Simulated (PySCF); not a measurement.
PySCF input for Si(Br)(NH2) (BrH₂NSi), SMILES N[Si]Br (connectivity only; charge and spin as stated), neutral, multiplicity 1, IEF-PCM-PBE0/def2-SVP. Geometry: PBE0-D3(BJ)/def2-TZVP. The values are those of a single conformer.

```python
import numpy as np
from pyscf import gto, scf, dft
from pyscf.solvent import pcm

mol = gto.M(
    atom='''
    Si    0.74981965   -1.13949333   -0.00000000
    Br   -0.08583784    0.98202374    0.00000000
    N    -0.72794185   -1.98022866   -0.00000000
    H    -1.64893352   -1.56691326   -0.00000000
    H    -0.74862442   -2.98941046    0.00000001
    ''',
    basis='def2-SVP',
    charge=0,
    spin=0,
    max_memory=1600,
    verbose=3,
)
mf = dft.RKS(mol, xc='pbe0').density_fit(auxbasis='def2-universal-jkfit')
mf.grids.level = 3
mf.conv_tol = 1e-9
mf.max_cycle = 100
mf.kernel()
res = {}
for name, eps in {'water': 78.355, '2-propanol': 19.264, 'diethylether': 4.24}.items():
    s = mf.PCM()
    s.with_solvent.method, s.with_solvent.eps, s.with_solvent.lebedev_order = 'IEF-PCM', eps, 29
    s.kernel(mf.make_rdm1())
    res[name] = (s.e_tot, eps, s.dip_moment(), s.mo_energy, s.converged)
    print(f'{name}: electrostatic solvation free energy {(s.e_tot - mf.e_tot) * 627.509474:.3f} kcal/mol')
```

Output:

```
converged SCF energy = -2918.72540102904

WARN: PCM is an experimental feature. It is still in testing.
Features and APIs may be changed in the future.

converged SCF energy = -2918.73244531229
Dipole moment(X, Y, Z, Debye): -1.93660, -3.60104,  0.00000
water: electrostatic solvation free energy -4.420 kcal/mol

WARN: PCM is an experimental feature. It is still in testing.
Features and APIs may be changed in the future.

converged SCF energy = -2918.7320009872
Dipole moment(X, Y, Z, Debye): -1.90672, -3.54141,  0.00000
2-propanol: electrostatic solvation free energy -4.142 kcal/mol

WARN: PCM is an experimental feature. It is still in testing.
Features and APIs may be changed in the future.

converged SCF energy = -2918.73017956977
Dipole moment(X, Y, Z, Debye): -1.78898, -3.29909,  0.00000
diethylether: electrostatic solvation free energy -2.999 kcal/mol
```

Self-consistency was reached.
